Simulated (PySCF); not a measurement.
Computed with B3LYP-D3(BJ)/def2-TZVP (PySCF 2.14.0). All species are isolated molecules in the gas phase. B3LYP has the VWN-RPA correlation part, as in Gaussian. 

Reference species (SMILES): `[CH]1C=C1` (neutral, multiplicity 2).

```yaml
dipole_moment: 1.52 D
```

Changed species: `[C]1=CC1` (H atom removed from C1; the reference has H atom removed from C3).

Q: Give the shifts of the dipole moment.

A: the dipole moment goes up by 0.20 D, to 1.72 D.
